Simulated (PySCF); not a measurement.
Vertical excitations of a molecule C2H4BF2N from TDDFT-B3LYP/def2-SVPD in PySCF, as energy in eV (oscillator strength): 6.07 (0.192), 6.72 (0.000), 6.88 (0.165), 7.16 (0.001), 7.33 (0.041), 7.73 (0.025), 7.99 (0.005), 8.20 (0.003), 8.23 (0.001), 8.53 (0.000). Lowest triplet (TDA): 3.91 eV. Geometry optimised at PBE-D3(BJ)/def2-SVP. One conformer was computed; it need not be the lowest.

### Question
Identify the compound among the candidates.
A. C/N=C/B(F)F
B. NB(F)/C=C\F
C. C/C=N/B(F)F
D. C=C(F)B(N)F

### Answer
B, NB(F)/C=C\F
